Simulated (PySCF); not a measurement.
Molfile (atoms numbered from 1):
```
C4H10BF3O
     RDKit          3D

 19 18  0  0  0  0  0  0  0  0999 V2000
    2.0149   -0.6807   -1.1567 C   0  0  0  0  0  0  0  0  0  0  0  0
    1.1224   -0.5575    0.0508 C   0  0  0  0  0  0  0  0  0  0  0  0
    0.0531    0.3700   -0.2055 O   0  0  0  0  0  0  0  0  0  0  0  0
   -1.2170   -0.1652   -0.6114 C   0  0  0  0  0  0  0  0  0  0  0  0
   -2.0521   -0.6161    0.5616 C   0  0  0  0  0  0  0  0  0  0  0  0
    0.1157    1.8050    0.6141 B   0  0  0  0  0  0  0  0  0  0  0  0
   -0.0189    1.4509    1.9220 F   0  0  0  0  0  0  0  0  0  0  0  0
   -0.9365    2.4890    0.0977 F   0  0  0  0  0  0  0  0  0  0  0  0
    1.3475    2.2723    0.2879 F   0  0  0  0  0  0  0  0  0  0  0  0
    2.8436   -1.3714   -0.9415 H   0  0  0  0  0  0  0  0  0  0  0  0
    1.4672   -1.0669   -2.0296 H   0  0  0  0  0  0  0  0  0  0  0  0
    2.4341    0.3031   -1.4093 H   0  0  0  0  0  0  0  0  0  0  0  0
    0.6743   -1.5185    0.3469 H   0  0  0  0  0  0  0  0  0  0  0  0
    1.6617   -0.1600    0.9199 H   0  0  0  0  0  0  0  0  0  0  0  0
   -1.7041    0.6470   -1.1642 H   0  0  0  0  0  0  0  0  0  0  0  0
   -1.0041   -0.9841   -1.3156 H   0  0  0  0  0  0  0  0  0  0  0  0
   -2.2717    0.2292    1.2271 H   0  0  0  0  0  0  0  0  0  0  0  0
   -3.0032   -1.0303    0.1952 H   0  0  0  0  0  0  0  0  0  0  0  0
   -1.5466   -1.3973    1.1489 H   0  0  0  0  0  0  0  0  0  0  0  0
  1  2  1  0
  2  3  1  0
  3  4  1  0
  4  5  1  0
  3  6  1  0
  6  7  1  0
  6  8  1  0
  6  9  1  0
  1 10  1  0
  1 11  1  0
  1 12  1  0
  2 13  1  0
  2 14  1  0
  4 15  1  0
  4 16  1  0
  5 17  1  0
  5 18  1  0
  5 19  1  0
M  CHG  2   3   1   6  -1
M  END
```

Geometry: PBE0-D3(BJ)/def2-SVP; GIAO absolute shieldings from PySCF 2.14, gas phase, non-relativistic, averaged over equivalent atoms.

At PBE0/pcSseg-0 (101 basis functions, of the order of 16 core-seconds):
```json
{"atoms": "C2/C4", "σ (ppm)": "124.2"}
{"atoms": "C1/C5", "σ (ppm)": "178.5"}
{"atoms": "O3", "σ (ppm)": "290.0"}
{"atoms": "B6", "σ (ppm)": "104.9"}
{"atoms": "F7/F8/F9", "σ (ppm)": "341.2"}
{"atoms": "H13/H14/H15/H16", "σ (ppm)": "28.92"}
{"atoms": "H10/H11/H12/H17/H18/H19", "σ (ppm)": "31.42"}
```

Question: What do these become at PBE0/IGLO-III?

Answer: 
```json
{"atoms": "C2/C4", "σ at PBE0/IGLO-III": "115.0", "change": "-9.2"}
{"atoms": "C1/C5", "σ at PBE0/IGLO-III": "170.3", "change": "-8.2"}
{"atoms": "O3", "σ at PBE0/IGLO-III": "259.2", "change": "-30.8"}
{"atoms": "B6", "σ at PBE0/IGLO-III": "99.9", "change": "-5.0"}
{"atoms": "F7/F8/F9", "σ at PBE0/IGLO-III": "337.9", "change": "-3.3"}
{"atoms": "H13/H14/H15/H16", "σ at PBE0/IGLO-III": "27.39", "change": "-1.53"}
{"atoms": "H10/H11/H12/H17/H18/H19", "σ at PBE0/IGLO-III": "30.11", "change": "-1.31"}
```

The largest change is at O3 (donor oxygen of a Lewis adduct). Cost: 415 basis functions, about 2.2 core-minutes.
